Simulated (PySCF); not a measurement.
BeF₂, SMILES [F][Be][F]. Atoms are numbered in the order given.

```xyz
3

Be     0.0000     0.0000     0.0000
F      0.0000     0.0000    -1.3818
F      0.0000     0.0000     1.3818
```

The structure is a stationary point at r2SCAN-D4/def2-TZVP. The isomer is the one that the SMILES or the coordinates give; other isomers of the formula were not compared.

Two levels are set side by side: PBE/pcSseg-2 (PySCF) and PBE0/pcSseg-2 (PySCF). GIAO shifts against CFCl3 (¹⁹F) at the same level; non-relativistic, no solvent, atoms listed together averaged. Differences are taken from unrounded values.

```csv
quantity,PBE0,PBE,PBE minus PBE0
"δ(¹⁹F) of F2, F3 (ppm)",-216.7,-241.4,-24.7
```

Rough cost on one machine, each run with all the roots and properties that it gave: PBE0 against PBE within a factor of 2.
